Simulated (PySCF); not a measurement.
# [SnF6]2-: 2 charge schemes on one density

Species: [SnF6]2- (charge -2).
Cartesian coordinates in Å at the PBE0-D3(BJ)/def2-SVP level; atoms count from 1:
```xyz
7
SnF6 angstrom
Sn    -0.0001    0.0000    0.0001
F     -0.0195   -0.0106    2.0001
F      0.0210    0.0117   -2.0001
F      2.0000    0.0061    0.0210
F     -2.0001   -0.0075   -0.0210
F     -0.0063    2.0004    0.0106
F      0.0050   -2.0001   -0.0107
```

Density: PBE0/pcSseg-1 (def2-TZVP on Sn) (PySCF); schemes: Mulliken and ESP-fitted. Whether so highly charged an anion holds all its electrons in the gas phase wasn't checked; a finite basis holds them in any case. No counter-ion or solvent screens the charge of this multiply charged ion. Atoms past krypton carry effective core potentials; spin–orbit coupling is left out. The pcSseg-1 basis has no diffuse functions, a weakness for an anion.

Problem. What partial charge does each atom carry?

Solution. In e:

| atom | environment | Mulliken | ESP-fitted |
| --- | --- | --- | --- |
| Sn1 | tin bonded to 6 F | +1.444 | +1.363 |
| F2 | fluorine bonded to Sn | -0.574 | -0.560 |
| F3 | fluorine bonded to Sn | -0.574 | -0.560 |
| F4 | fluorine bonded to Sn | -0.574 | -0.561 |
| F5 | fluorine bonded to Sn | -0.574 | -0.560 |
| F6 | fluorine bonded to Sn | -0.574 | -0.560 |
| F7 | fluorine bonded to Sn | -0.574 | -0.561 |

Mean size of the charges over all atoms: Mulliken 0.698 e, ESP-fitted 0.675 e. Each set sums to the total charge, -2, to within 0.001 e. The ESP scheme is a least-squares fit of atom-centred charges to the potential on four shells outside the van der Waals surface, with the total charge fixed.

Lowest charge. All schemes pick atoms of one kind: Mulliken F2, F3, F4, F5 and 2 more (-0.574); ESP-fitted F4 and F7 (-0.561).

Highest charge. All schemes agree: Mulliken Sn1 (+1.444); ESP-fitted Sn1 (+1.363).

Problem. How many electrons does the Mulliken scheme count on F3?

Solution. Z − q = 9 − (-0.574) = 9.574.

Problem. Sum the charges by element, for elements with more than one atom.

Solution. 
```json
{"element": "F", "atoms": "6", "Mulliken": "-3.443", "ESP-fitted": "-3.363"}
```

The run behind these numbers computed NMR shieldings as well. Hardware: one thread of an Arm Neoverse N1, shared host. Cost: 19 s wall.
